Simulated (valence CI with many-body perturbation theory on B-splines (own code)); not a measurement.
**Energy levels of Gd50+**

Calculated by configuration interaction combined with many-body perturbation theory (CI+MBPT): four valence electrons over a frozen Dirac-Fock core [Ne], radial functions for each j: 11 s, 11 p, 10 d, 8 f, 5 g, 2 h, with the one-electron correlation potential Σ1, the two-electron term Σ2, the three-electron term Σ3, Breit, model QED; selected CI, second order for the rest, scaled by the run's own slope (own B-spline code, finite nucleus).

The last digits are not significant, and no measured levels were compared; by estimate large intervals hold to a few tenths of a per cent, small ones and those within an open d or f shell to about a per cent. Among the levels kept, up to 600 cm⁻¹ of a level comes from second order outside the variational space, and about a tenth of that is noise between levels of different J, which matters for small intervals.

Levels 136 to 178 of 178, with energies above the lowest level, (3s^2 3p1/2^2) J=0. "Leading %" is the weight of the configuration and term that name the level; weights of strongly mixed levels are sums over their largest components and can fall short. In the jj column 3d3/2^4 stands for four electrons in 3d with j = 3/2. Lifetimes count E1, E2, E3, M1 and M2 decay at the calculated energies, and are blank where another channel may lead or the interval is too uncertain; long ones can be off by a factor of two.

```csv
No.,Configuration,Term,J,E (Ry),Leading %,Lifetime,g,Leading jj
136,3s 3p 3d2,3P°,1,72.743,50,2.03 ps,1.253,3s 3p1/2 3d5/2^2 (82 %)
137,3p3 3d,3F°,2,72.761,45,1.09 ps,0.958,3p1/2 3p3/2^2 3d3/2 (85 %)
138,3p3 3d,3D°,1,73.197,39,826 fs,0.965,3p1/2 3p3/2^2 3d3/2 (85 %)
139,3p3 3d,3F°,3,73.412,34,965 fs,1.086,3p1/2 3p3/2^2 3d3/2 (83 %)
140,3p3 3d,5D°,0,73.631,41,790 fs,,3p1/2 3p3/2^2 3d3/2 (85 %)
141,3p3 3d,3G°,4,73.774,42,1.08 ps,1.040,3p1/2 3p3/2^2 3d3/2 (88 %)
142,3p2 3d2,3F,2,73.872,39,7.14 ps,0.724,3p1/2^2 3d3/2^2 (97 %)
143,3p3 3d,3F°,2,74.576,36,754 fs,1.018,3p1/2 3p3/2^2 3d3/2 (83 %)
144,3p3 3d,3P°,1,75.089,25,649 fs,1.296,3p1/2 3p3/2^2 3d3/2 (65 %)
145,3p3 3d,3F°,2,75.151,25,798 fs,1.082,3p1/2 3p3/2^2 3d3/2 (70 %)
146,3p2 3d2,3P,0,75.328,56,6.53 ps,,3p1/2^2 3d3/2^2 (96 %)
147,3p3 3d,3D°,3,75.346,34,644 fs,1.134,3p1/2 3p3/2^2 3d3/2 (74 %)
148,3p3 3d,3F°,4,76.055,44,1.24 ps,1.259,3p1/2 3p3/2^2 3d5/2 (85 %)
149,3p3 3d,3D°,3,76.288,45,984 fs,1.273,3p1/2 3p3/2^2 3d5/2 (82 %)
150,3p3 3d,3D°,1,76.303,26,670 fs,1.020,3p1/2 3p3/2^2 3d3/2 (61 %)
151,3p3 3d,3G°,5,76.410,76,1.96 ps,1.183,3p1/2 3p3/2^2 3d5/2 (76 %)
152,3s 3p 3d2,5D°,0,76.437,78,752 fs,,3s 3p3/2 3d3/2^2 (87 %)
153,3p4,3P,0,76.449,57,372 fs,,3p3/2^4 (90 %)
154,3p3 3d,1G°,4,76.593,35,1.11 ps,1.179,3p1/2 3p3/2^2 3d5/2 (84 %)
155,3s 3p 3d2,5F°,2,76.651,31,597 fs,1.183,3s 3p3/2 3d3/2^2 (69 %)
156,3s 3p 3d2,5D°,1,76.671,44,557 fs,1.063,3s 3p3/2 3d3/2^2 (58 %)
157,3s 3p 3d2,5F°,3,76.739,35,665 fs,1.198,3s 3p3/2 3d3/2^2 (75 %)
158,3p3 3d,3P°,0,76.958,39,999 fs,,3p1/2 3p3/2^2 3d5/2 (69 %)
159,3s 3p 3d2,5F°,4,77.033,25,723 fs,1.228,3s 3p3/2 3d3/2^2 (72 %)
160,3p3 3d,1P°,1,77.265,30,1.00 ps,1.064,3p1/2 3p3/2^2 3d5/2 (75 %)
161,3p2 3d2,3F,3,77.374,30,4.60 ps,1.070,3p1/2^2 3d3/2 3d5/2 (96 %)
162,3p3 3d,3P°,2,77.829,38,1.25 ps,1.276,3p1/2 3p3/2^2 3d5/2 (84 %)
163,3p2 3d2,3P,2,78.123,23,4.29 ps,1.181,3p1/2^2 3d3/2 3d5/2 (95 %)
164,3s 3p 3d2,5S°,2,78.137,29,612 fs,1.681,3s 3p3/2 3d3/2^2 (71 %)
165,3s 3p 3d2,5G°,5,78.296,49,1.08 ps,1.277,3s 3p3/2 3d3/2 3d5/2 (77 %)
166,3p3 3d,3F°,3,78.320,29,1.09 ps,1.153,3p1/2 3p3/2^2 3d5/2 (81 %)
167,3p2 3d2,5D,1,78.402,38,3.95 ps,1.517,3p1/2^2 3d3/2 3d5/2 (96 %)
168,3p2 3d2,3F,4,78.464,25,3.82 ps,1.079,3p1/2^2 3d3/2 3d5/2 (95 %)
169,3p3 3d,1F°,3,78.611,31,981 fs,1.072,3p1/2 3p3/2^2 3d5/2 (68 %)
170,3s 3p 3d2,5D°,4,78.612,40,1.02 ps,1.343,3s 3p3/2 3d3/2 3d5/2 (84 %)
171,3p3 3d,1D°,2,78.673,25,919 fs,1.050,3p1/2 3p3/2^2 3d5/2 (60 %)
172,3s 3p 3d2,3D°,1,78.677,41,508 fs,0.820,3s 3p3/2 3d3/2^2 (51 %)
173,3s 3p 3d2,5G°,6,78.704,73,2.55 ps,1.280,3s 3p3/2 3d3/2 3d5/2 (71 %)
174,3p3 3d,3S°,1,78.821,22,752 fs,1.196,3p1/2 3p3/2^2 3d5/2 (74 %)
175,3s 3p 3d2,5P°,3,78.932,42,1.29 ps,1.476,3s 3p3/2 3d3/2 3d5/2 (87 %)
176,3p3 3d,3D°,2,78.954,50,711 fs,1.135,3p1/2 3p3/2^2 3d5/2 (72 %)
177,3s 3p 3d2,3F°,2,79.201,42,513 fs,0.921,3s 3p3/2 3d3/2^2 (50 %)
178,3s 3p 3d2,3G°,3,79.437,50,539 fs,0.955,3s 3p3/2 3d3/2^2 (59 %)
```
